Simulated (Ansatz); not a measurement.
Consider the redistribution: `C[B]([SiH3])[SnH3]` + `CO[SiH](F)OC` → `CO[SiH](F)O[SiH3]` + `C[B](C)[SnH3]`.

Isolated molecules relaxed with PBE0-D4/def2-TZVP in Ansatz; ΔE leaves out vibrations. CCSD(T)/CBS is the MP2 limit (def2-TZVPP, def2-QZVPP) plus CCSD(T) − MP2 in def2-TZVPP, frozen cores. DFT in def2-TZVPP. Elements past krypton have def2 core potentials. For Sn outer-core shells are correlated without core-valence functions, which leaves a few kJ/mol of doubt a bond. Each species was taken in one conformer, which may not be the lowest.

| level | ΔE (kJ/mol) |
| --- | --- |
| PBE | -200.4 |
| PBE0 | -210.1 |

Q: What does CCSD(T)/CBS give? (Estimate.)

A: Ansatz gave: -224.8 kJ/mol. The listed levels differ from it by 24.4, 14.7 kJ/mol.

Largest T1 diagnostic among the species: 0.014.

From PBE to PBE0 (25 % exact exchange), in def2-TZVPP and without D4, ΔE moves by −9.7 kJ/mol.
